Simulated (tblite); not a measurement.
Species: C6H16N2Si.
Atom-mapped SMILES: `[CH3:1][N:2]([CH3:3])[CH2:4]/[CH:5]=[N:6]\[SiH:7]([CH3:8])[CH3:9]` (hydrogens: H10, H11, H12 on C1; H13, H14, H15 on C3; H16, H17 on C4; H18 on C5; H19 on Si7; H20, H21, H22 on C8; H23, H24, H25 on C9)

Structure optimised with GFN2-xTB, isolated species.

Problem. Give the optimised bond lengths and angles.

Solution. 
| bond | length (bohr) |
| --- | --- |
| C1–N2, N2–C3 | 2.737 |
| N2–C4 | 2.741 |
| C4–C5 | 2.836 |
| C5=N6 | 2.359 |
| N6–Si7 | 3.253 |
| Si7–C8, Si7–C9 | 3.587 |
| C1–H10 and 3 like bonds | 2.058 |
| C1–H11, C3–H13 | 2.082 |
| C4–H16, C4–H17 | 2.079 |
| C5–H18 | 2.064 |
| Si7–H19 | 2.795 |
| C8–H20 and 5 like bonds | 2.051 |

Bonds in one row agree within 0.02 bohr and their mean is given. A selection of angles:
| angle | degrees |
| --- | --- |
| N2–C1–H10 | 109.3 |
| N2–C1–H11 | 112.8 |
| H10–C1–H11 | 108.7 |
| C1–N2–C3 | 111.2 |
| C1–N2–C4 | 111.9 |
| H13–C3–H15 | 108.5 |
| N2–C4–C5 | 111.1 |
| N2–C4–H16 | 108.2 |
| N2–C4–H17 | 113.1 |
| C5–C4–H16 | 106.8 |
| C5–C4–H17 | 109.5 |
| H16–C4–H17 | 107.9 |
| C4–C5–N6 | 127.5 |
| C4–C5–H18 | 113.9 |
| N6–C5–H18 | 118.6 |
| C5–N6–Si7 | 136.9 |
| N6–Si7–C8 | 104.3 |
| N6–Si7–H19 | 119.5 |
| C8–Si7–C9 | 111.3 |
| C8–Si7–H19 | 108.5 |
| C9–Si7–H19 | 108.8 |
| Si7–C8–H20 | 111.1 |
| H20–C8–H21 | 107.9 |

Dihedral angles: C1–N2–C4–C5 -167° (antiperiplanar); N2–C4–C5–N6 -147° (anticlinal); C4–C5–N6–Si7 0° (synperiplanar); C5–N6–Si7–C8 -115° (anticlinal). The mirror-image conformer, all signs reversed, is as good.

The 4 C–N bonds span 1.248 Å (C5=N6, drawn double) to 1.450 Å (N2–C4, drawn single), a spread of 0.202 Å. Si7 (SiH silicon) is distorted tetrahedral (angles from 104.3° to 119.5°). N2 (tertiary amine nitrogen) is pyramidal (angles 111.9°, 111.2° and 111.0°, sum 334.2°, 0.44 Å off the plane of its three neighbours). N6 (C=N nitrogen) is bent (angle 136.9°). Of the pairs four or more bonds apart, C5···H15 is among the closest relative to their van der Waals radii: 2.54 Å, 88 % of the sum of Bondi's values.

Point group: C1 (no symmetry element, even within 0.4 Å). Its GFN2-xTB frequencies are all real (lowest 22 cm⁻¹). One conformer, not necessarily the lowest. 3 starts were optimised and ended at 0.00, 1.49 and 2.42 kcal/mol (GFN2-xTB); the lowest of these is shown.

The numbers are calculated, not measured.
